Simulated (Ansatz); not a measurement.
Start from `N[CH]([SiH3])[GeH3]` and change one atom or group to get `N[CH](F)[GeH3]`.

Ansatz, PBE0-D4/def2-TZVP geometries, multiplicity 1. Each molecule was computed in one conformer, which needn't be the lowest.

Scalar relativity is left out up to krypton.

```json
{"property": "LUMO energy (B3LYP/def2-TZVPP) / eV", "`N[CH]([SiH3])[GeH3]`": "0.04"}
{"property": "LUMO energy (PBE0/def2-TZVPP) / eV", "`N[CH]([SiH3])[GeH3]`": "0.29"}
{"property": "HOMO energy (B3LYP/def2-TZVPP) / eV", "`N[CH]([SiH3])[GeH3]`": "-6.86"}
{"property": "HOMO energy (PBE/def2-TZVPP) / eV", "`N[CH]([SiH3])[GeH3]`": "-5.65"}
{"property": "HOMO–LUMO gap (PBE0/def2-TZVPP) / eV", "`N[CH]([SiH3])[GeH3]`": "7.37"}
{"property": "size of the dipole moment (B3LYP/def2-TZVPP) / D", "`N[CH]([SiH3])[GeH3]`": "1.63"}
```

(1) What does the change do to each property? (An estimate is asked.)

## Answers

(1) Computed: 
```tsv
property	`N[CH](F)[GeH3]`	shift
LUMO energy (B3LYP/def2-TZVPP) / eV	0.41	0.37
LUMO energy (PBE0/def2-TZVPP) / eV	0.72	0.43
HOMO energy (B3LYP/def2-TZVPP) / eV	-7.71	-0.85
HOMO energy (PBE/def2-TZVPP) / eV	-6.46	-0.81
HOMO–LUMO gap (PBE0/def2-TZVPP) / eV	8.66	1.29
size of the dipole moment (B3LYP/def2-TZVPP) / D	1.21	-0.42
```

With PBE0 the HOMO falls by 0.86 eV and the LUMO rises by 0.43 eV, so the gap widens by about 1.29 eV. PBE moves the HOMO by -0.81 eV and ωB97M-V by -0.85 eV. Dipoles are sizes alone; their direction can turn.

B3LYP here is the variant with VWN-RPA as its local correlation; programs differ in this.
